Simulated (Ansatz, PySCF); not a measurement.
C$_{3}$H$_{10}$O$_{2}$Si$_{2}$, singlet, at a GFN2-xTB geometry, atoms displaced at random by about 0.08 Å a coordinate. Base run: PySCF with R2SCAN/STO-3G, gradient.

Here is a job for PySCF.
```python
from pyscf import gto, scf, dft

mol = gto.Mole()
mol.atom = '''
    Si    3.204899   -0.354316    0.681173
    C     1.368189   -0.602986    0.482044
    C     0.712782    0.247927   -0.272085
    Si   -1.092880    0.212593   -0.176836
    C    -2.132690    0.153417    1.489115
    O    -1.677917   -1.045757   -1.222916
    O    -1.695108    1.434309   -1.102231
    H     3.631259    0.812911   -0.145356
    H     3.888264   -1.702706    0.067214
    H     3.694773   -0.262964    2.037522
    H     0.733874   -1.155306    0.879356
    H     1.103095    1.078198   -0.803013
    H    -3.276002    0.142979    1.283561
    H    -1.893865    0.985824    1.975621
    H    -1.616829   -0.591087    1.951953
    H    -1.412891   -1.975334   -0.988876
    H    -1.889653    2.371128   -0.858348
'''
mol.basis = 'sto-3g'
mol.charge = 0
mol.spin = 0
mol.verbose = 4
mol.build()

mf = dft.RKS(mol)
mf.xc = 'r2scan'
mf.kernel()
g = mf.nuc_grad_method()
grad = g.kernel()
```

Programs used: Ansatz (an electronic-structure program), PySCF; a row that names a program was run with it.

The coordinate followed is z of atom 13.

Each row names what was changed in the base input (with any setting that the change needs).

| change | dE/dx (Eh/bohr) | net force (Eh/bohr) |
|---|---|---|
| base | -0.012377 | 0.004678 |
| finite difference step (bohr) = 1e-3; conv_tol = 1e-11 | -0.012381 | - |
| density fitting = on; auxbasis_response = off | -0.012366 | 0.011645 |
| conv_tol = 1e-11 | -0.012377 | 0.004678 |
| finite difference step (bohr) = 0.05; conv_tol = 1e-11 | -0.012399 | - |
| conv_tol = 1e-6 | -0.012376 | 0.004678 |
| finite difference step (bohr) = 1e-5; conv_tol = 1e-11 | -0.012381 | - |
| finite difference step (bohr) = 0.2; conv_tol = 1e-11 | -0.012654 | - |
| grid_response = on | -0.012381 | 0.000000 |
| density fitting = on | -0.012373 | 0.004678 |
| code = ansatz | -0.012375 | 0.000000 |
| grids.level = 0; grid_response = off | -0.012363 | 0.045249 |

The net force is zero for an exact gradient.
